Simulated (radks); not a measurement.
Cl13+, configuration [He] 2s2. Method: scalar-relativistic Kohn-Sham, AM05, spin-unpolarised, spherical densities, point nucleus; computed with a radial shooting solver on a logarithmic mesh with Libxc functionals.

Local quantities along the radius. ELF = 1/(1 + alpha^2) is the electron localisation function; alpha = (tau - tau_W)/tau_unif compares the Pauli kinetic energy density with that of the uniform gas. tau is taken from the large components.

```
   r/bohr * ELF (the largest magnitude, 1, reaches the edge; | marks zero)
 0.004593 |                                                      *
 0.005097 |                                                      *
 0.005701 |                                                      *
 0.006377 |                                                      *
 0.007075 |                                                      *
 0.007914 |                                                      *
 0.008852 |                                                      *
 0.009822 |                                                      *
  0.01099 |                                                      *
  0.01229 |                                                      *
  0.01363 |                                                      *
  0.01525 |                                                      *
  0.01706 |                                                      *
  0.01893 |                                                      *
  0.02117 |                                                      *
  0.02368 |                                                      *
  0.02628 |                                                      *
  0.02939 |                                                      *
  0.03287 |                                                      *
  0.03648 |                                                      *
   0.0408 |                                                      *
  0.04563 |                                                      *
  0.05063 |                                                      *
  0.05664 |                                                      *
  0.06335 |                                                      *
  0.07029 |                                                      *
  0.07862 |                                                      *
  0.08794 |                                                      *
  0.09758 |                                                     *
   0.1091 |                                                 *
   0.1221 |                                    *
   0.1355 |                  *
   0.1515 |     *
   0.1695 |  *
    0.188 | *
   0.2103 |  *
   0.2352 |         *
    0.261 |                           *
    0.292 |                                              *
   0.3266 |                                                     *
   0.3624 |                                                      *
   0.4053 |                                                      *
   0.4533 |                                                      *
    0.503 |                                                      *
   0.5626 |                                                      *
   0.6293 |                                                      *
   0.6983 |                                                      *
    0.781 |                                                      *
   0.8736 |                                                      *
   0.9694 |                                                      *
    1.084 |                                                      *
    1.213 |                                                      *
    1.346 |                                                      *
    1.505 |                                                      *
```

On this mesh the ELF has minima near r = 0.19 bohr, which separate the shells.
